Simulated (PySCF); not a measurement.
This PySCF input asks for the NMR shieldings of `BOB(C#C[SiH3])CC`, C4H10B2OSi; the geometry comes from GFN2-xTB.

```python
import basis_set_exchange as bse
import numpy as np
from pyscf import gto, dft
from pyscf.prop import nmr

atoms = """
B    -1.344741    3.124032    0.020600
O    -1.038997    1.866310   -0.000146
B    -0.727796    0.596835   -0.022441
C     0.742857    0.172517   -0.025612
C     1.904009   -0.174146   -0.024163
Si    3.672878   -0.706707   -0.013560
C    -1.879473   -0.525842   -0.072555
C    -1.522861   -1.834085    0.635373
H    -1.478178    3.674155    1.057235
H    -1.489757    3.706182   -0.997203
H     3.896585   -1.502175    1.197026
H     3.918978   -1.509903   -1.215201
H     4.528670    0.483519   -0.010193
H    -2.088468   -0.750686   -1.123106
H    -2.808644   -0.131469    0.346183
H    -0.615046   -2.259196    0.213467
H    -2.326801   -2.561176    0.532553
H    -1.351976   -1.661847    1.695806
"""
names = dict.fromkeys(["B", "O", "C", "Si", "H"], "pcSseg-1")
basis = {el: gto.basis.parse(bse.get_basis(n, elements=[el], fmt="nwchem")) for el, n in names.items()}
mol = gto.M(atom=atoms, basis=basis, charge=0, verbose=0)
mf = dft.RKS(mol, xc="PBE0")
mf.grids.level = 2
mf.grids.alignment = dft.numint.BLKSIZE   # the property module wants whole blocks of grid points
mf.conv_tol = 1e-9
mf.kernel()

calc = nmr.RKS(mf)   # GIAO
C = mf.mo_coeff
Co = C[:, mf.mo_occ > 0]
resp = mf.gen_response(singlet=True, hermi=2)
def vind(x):   # induced exchange potential for any number of trial vectors
    d = np.einsum("pi,xij,qj->xpq", C, 2 * x.reshape(-1, C.shape[1], Co.shape[1]), Co, optimize=True)
    return np.einsum("xpq,pi,qj->xij", resp(d - d.transpose(0, 2, 1)), C, Co, optimize=True).ravel()
mo1, _ = nmr.rhf.solve_mo1(calc, with_cphf=vind)
sigma = calc.kernel(mo1)
for i, s in enumerate(sigma):   # ppm
    print("%2d %-2s %9.2f" % (i, mol.atom_pure_symbol(i), np.trace(s) / 3))
```

**Question.** What does it print?

**Answer.** 
```
 0 B      60.34
 1 O      19.04
 2 B      66.55
 3 C      64.37
 4 C      73.11
 5 Si    448.37
 6 C     165.84
 7 C     174.89
 8 H      26.29
 9 H      26.31
10 H      27.38
11 H      27.41
12 H      27.46
13 H      30.67
14 H      30.75
15 H      30.13
16 H      30.47
17 H      30.70
```

These numbers come from an equivalent density-fitted implementation of the same equations, which agrees with the script to about 0.01 ppm for H and up to a few tenths of a ppm for heavy atoms, so last digits may differ.

Size and cost of the density-fitted run: 193 basis functions, 50 s wall time on 1 thread of an Arm Neoverse V1, shared host; peak memory 0.85 GiB.
